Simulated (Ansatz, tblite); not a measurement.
Removing an electron: [Se3]- (Se₃⁻). Total charge -1; doublet. Geometry: PBE-D4/def2-TZVPD. Ansatz, gas phase; energy differences of separate SCF runs; the oxidised species is a singlet (the triplet lies 0.28 eV higher at PBE0-D4/def2-TZVPD).

Cartesian coordinates in Å:
```
Se -1.853 0.546 -0.473
Se 0.138 -0.615 -0.531
Se 1.715 0.069 1.004
```

The xTB rows come from tblite.

| level | −HOMO (eV) | vertical IE (eV) | −LUMO (eV) | HOMO–LUMO gap (eV) | remarks |
| --- | --- | --- | --- | --- | --- |
| GFN2-xTB | – | 7.88 | – | – | – |
| PBE-D4/def2-TZVPD | 0.14 | 2.68 | -0.43 | 0.57 | restricted singlet, untested (singlet) |
| PBE0-D4/def2-TZVPD | 1.23 | 3.03 | -0.98 | 2.21 | restricted singlet, untested (singlet) |

Question: Estimate the rows for GFN1-xTB, r2SCAN-D4/def2-TZVPD.

Answer: 
```json
{"level": "GFN1-xTB", "−HOMO (eV)": "–", "vertical IE (eV)": "5.41", "−LUMO (eV)": "–", "HOMO–LUMO gap (eV)": "–", "remarks": "–"}
{"level": "r2SCAN-D4/def2-TZVPD", "−HOMO (eV)": "0.38", "vertical IE (eV)": "2.89", "−LUMO (eV)": "-0.44", "HOMO–LUMO gap (eV)": "0.82", "remarks": "restricted singlet, untested (singlet)"}
```

  HOMO and LUMO are the levels of the spin that leaves or enters (xTB has no such levels and no spin-polarisation term). Other spin states of the ions may lie lower, which would lower the ionisation energy or raise the affinity. Raw xTB energy differences between charge states are shifted by several eV; the methods need an empirical correction for them.
